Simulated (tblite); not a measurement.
Isomers of C6H11FO2Si. Calculated harmonic vibrations of the isolated species, GFN2-xTB (tblite), most abundant isotopes, no scaling. Errors from tens to a few hundred cm⁻¹ against measured bands are possible. Modes of hydrogen on silicon can be 10 to 20 % off. One conformer each.

Electronic energies: GFN2-xTB at the same geometries; isomer energies are rough at this level and their order can be wrong.

| SMILES | electronic energy, lowest = 0 (kcal/mol) |
| --- | --- |
| C[C@]1([SiH2]F)C[C@@H](OC=O)C1 | 0.0 |
| F[C@@H]1C[C@@H]1CO[C@H]1OC[SiH2]1 | 78.5 |
| CO[C@@]1(C)C[C@]1([SiH3])C(=O)F | 45.2 |
| CC(=O)/C=C(\C)O[SiH2]CF | 21.8 |

Problem. How do GFN2-xTB zero-point energies change the relative energies?

Solution. 
```csv
SMILES,ZPE (kcal/mol),of it from modes above 1550 cm⁻¹,electronic (kcal/mol),"with ZPE, lowest = 0 (kcal/mol)",lowest mode (cm⁻¹),rings
C[C@]1([SiH2]F)C[C@@H](OC=O)C1,100.1,47.7,0.0,0.0,13,1
CC(=O)/C=C(\C)O[SiH2]CF,97.7,50.3,21.8,19.5,20,0
CO[C@@]1(C)C[C@]1([SiH3])C(=O)F,97.0,47.1,45.2,42.1,48,1
F[C@@H]1C[C@@H]1CO[C@H]1OC[SiH2]1,99.1,45.1,78.5,77.5,23,2
```

The zero-point energies span 3.1 kcal/mol, from `CO[C@@]1(C)C[C@]1([SiH3])C(=O)F` to `C[C@]1([SiH2]F)C[C@@H](OC=O)C1`. The order is unchanged.
